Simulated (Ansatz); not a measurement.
`N[SiH2][GeH2][Cl]`. The species carries charge 0 and has multiplicity 1. Correlated methods include outer-core shells of Ge, which these sets cover unevenly. Scalar relativity is left out up to krypton.

Z-matrix (Å, degrees):
```
Si
Ge 1 2.396
N 1 1.717 2 112.5
H 1 1.486 2 109.6 3 -120.5
H 1 1.485 2 106.2 3 120.2
Cl 2 2.184 1 102.7 3 -46.2
H 2 1.540 1 117.6 3 -161.4
H 2 1.541 1 115.8 3 67.6
H 3 1.008 1 118.8 2 -82.0
H 3 1.009 1 118.5 2 56.8
```

Question: Give the diagnostics of a CCSD(T)/def2-TZVPP run (frozen core, the Gaussian-basis code of Ansatz). (Estimate.)

Answer: The calculation gave: T1 = 0.0108, largest single amplitude 0.016, largest double 0.016, (T) share of the correlation energy 3.7 %, 9 CCSD cycles. The RHF solution is stable towards an unrestricted one. T1 lies under the customary mark of 0.02 for closed shells.
